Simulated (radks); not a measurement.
The hydrogen anion H-, [He], held by a Watson sphere: a shell of charge +1 at radius R that stands for the Madelung well of a crystal (potential energy -1/R inside, -1/r outside, in hartree with lengths in bohr). All-electron calculation, scalar-relativistic Kohn-Sham, LDA (Slater exchange, Perdew-Wang correlation), spin-unpolarised, spherical densities, point nucleus. Program: a radial shooting solver on a logarithmic mesh with Libxc functionals. Response by self-consistent Sternheimer equations with the Hartree and adiabatic LDA kernel, the relativistic mass of each level held fixed and spin-orbit coupling left out. The sphere does not respond.

R (bohr)  e(1s) (eV)  <r> 1s (bohr)  sum of <r^2> (bohr^2)  X-ray form factor at sin(theta)/lambda = 0.1 1/angstrom  alpha (bohr^3)
1.36          -8.523          1.580                  6.607                                                    1.589           9.068
1.49          -8.121          1.634                  7.064                                                    1.565           10.30
1.83          -7.219          1.764                  8.251                                                    1.505           13.90
2.67          -5.603          2.025                  11.04                                                    1.381           25.16
3.19          -4.878          2.151                  12.62                                                    1.322           33.72

Estimate the row for R = 3.04 bohr.

Answer. e(1s) (eV) -5.071; <r> 1s (bohr) 2.117; sum of <r^2> (bohr^2) 12.18; X-ray form factor at sin(theta)/lambda = 0.1 1/angstrom 1.338; alpha (bohr^3) 31.13.
